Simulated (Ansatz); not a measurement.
`[SiH3]BOC[SiH3]` + H₂ → `COB[SiH3]` + SiH₄  (hydrogenolysis of a C–Si bond)

Computed with Ansatz on PBE0-D4/def2-TZVP structures; ΔE is electronic, products minus reactants. CCSD(T)/CBS is the MP2 limit (def2-TZVPP, def2-QZVPP) plus CCSD(T) − MP2 in def2-TZVPP, frozen cores. This one scheme is used for every species. DFT in def2-TZVPP. B3LYP here is the variant with VWN-RPA as its local correlation; programs differ in this. One conformer a species, not always the lowest.

```tsv
level	ΔE (kJ/mol)	difference from CCSD(T)/CBS
PBE-D4	-37.6	5.9
r2SCAN-D4	-41.2	2.3
PBE0-D4	-43.0	0.5
B3LYP-D4	-45.6	-2.1
ωB97X-V	-46.8	-3.3
ωB97M-V	-43.3	0.2
B2PLYP	-52.8	-9.3
PBE	-45.2	-1.7
r2SCAN	-43.4	0.1
PBE0	-49.8	-6.3
B3LYP	-57.9	-14.4
HF/def2-TZVPP	-77.5	-34.0
MP2/def2-TZVPP	-43.3	0.2
SCS-MP2/def2-TZVPP	-50.2	-6.7
CCSD/def2-TZVPP	-52.8	-9.3
CCSD(T)/def2-TZVPP	-47.1	-3.6
HF/def2-QZVPP	-77.3	-33.8
MP2/def2-QZVPP	-41.2	2.3
SCS-MP2/def2-QZVPP	-48.2	-4.7
HF/CBS(def2)	-77.3	-33.8
MP2/CBS(def2)	-39.7	3.8
CCSD/CBS(def2)	-49.2	-5.7
CCSD(T)/CBS	-43.5	0
```

Largest T1 diagnostic among the species: 0.015.

In def2-TZVPP, CCSD(T) changes the Hartree–Fock value by +30.4 kJ/mol (the triples alone add +5.6 kJ/mol) and MP2 by +34.2 kJ/mol. From PBE to PBE0 (25 % exact exchange), in def2-TZVPP and without D4, ΔE moves by −4.5 kJ/mol.
